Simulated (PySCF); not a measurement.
C5H10O, SMILES O1C[C@H](CC1)C. Atoms are numbered in the order given.

```xyz
16

C     -2.0880     0.6485     0.1840
C     -0.6373     0.4694    -0.2490
C      0.4204     0.7554     0.8299
C      1.6522     0.0457     0.2610
O      1.1625    -1.0661    -0.4945
C     -0.2515    -0.9676    -0.6328
H     -2.3001     1.6996     0.4654
H     -2.7922     0.3730    -0.6278
H     -2.3211     0.0107     1.0628
H     -0.4300     1.1288    -1.1221
H      0.1060     0.2901     1.7895
H      0.5830     1.8360     1.0146
H      2.3465    -0.3213     1.0482
H      2.2338     0.7278    -0.4055
H     -0.5360    -1.2295    -1.6753
H     -0.7645    -1.6946     0.0475
```

Geometry optimised at PBE-D3(BJ)/def2-SVP. Other conformers were not sampled.

Method: PBE-D3(BJ)/def2-SVP run with PySCF.

Frequencies are harmonic and unscaled.

Computed vibrational spectrum:
| mode | ν (cm⁻¹) | IR (km/mol) | moving atoms (share of kinetic energy) |
|---|---|---|---|
| 1 | 79 | 3.4 | O 41 %, H 36 %, C 23 % |
| 2 | 182 | 0.2 | C 54 %, H 44 % |
| 3 | 231 | 0.0 | H 95 % |
| 4 | 296 | 0.5 | C 57 %, H 39 % |
| 5 | 423 | 0.3 | H 51 %, C 48 % |
| 6 | 541 | 1.5 | C 63 %, H 28 %, O 9 % |
| 7 | 661 | 3.8 | O 37 %, C 36 %, H 27 % |
| 8 | 810 | 4.2 | H 53 %, C 37 %, O 10 % |
| 9 | 857 | 2.4 | C 50 %, H 48 % |
| 10 | 897 | 13.5 | C 45 %, H 42 %, O 13 % |
| 11 | 916 | 7.7 | H 49 %, C 43 % |
| 12 | 928 | 0.7 | H 66 %, C 33 % |
| 13 | 945 | 1.9 | H 72 %, C 25 % |
| 14 | 977 | 13.8 | H 53 %, C 41 % |
| 15 | 1071 | 66.8 | C 61 %, O 22 %, H 17 % |
| 16 | 1106 | 53.9 | C 50 %, H 36 %, O 14 % |
| 17 | 1126 | 2.1 | C 50 %, H 48 % |
| 18 | 1135 | 6.1 | H 53 %, C 45 % |
| 19 | 1152 | 10.5 | H 60 %, C 35 % |
| 20 | 1190 | 4.1 | H 75 %, C 23 % |
| 21 | 1218 | 2.5 | H 79 %, C 20 % |
| 22 | 1247 | 1.0 | H 73 %, C 25 % |
| 23 | 1275 | 0.9 | H 76 %, C 21 % |
| 24 | 1300 | 2.4 | H 74 %, C 24 % |
| 25 | 1326 | 3.9 | H 71 %, C 25 % |
| 26 | 1348 | 4.7 | H 76 %, C 24 % |
| 27 | 1360 | 0.1 | H 58 %, C 42 % |
| 28 | 1412 | 3.7 | H 89 %, C 11 % |
| 29 | 1418 | 4.1 | H 95 % |
| 30 | 1422 | 7.3 | H 96 % |
| 31 | 1446 | 2.8 | H 92 % |
| 32 | 1459 | 0.6 | H 91 %, C 9 % |
| 33 | 2882 | 93.1 | H 93 % |
| 34 | 2912 | 62.6 | H 94 % |
| 35 | 2958 | 10.4 | H 92 % |
| 36 | 2965 | 21.5 | H 97 % |
| 37 | 2974 | 21.0 | H 93 % |
| 38 | 2990 | 43.6 | H 92 %, C 8 % |
| 39 | 2991 | 60.3 | H 91 %, C 9 % |
| 40 | 3048 | 11.0 | H 91 %, C 9 % |
| 41 | 3051 | 34.0 | H 91 %, C 9 % |
| 42 | 3059 | 18.0 | H 91 %, C 9 % |
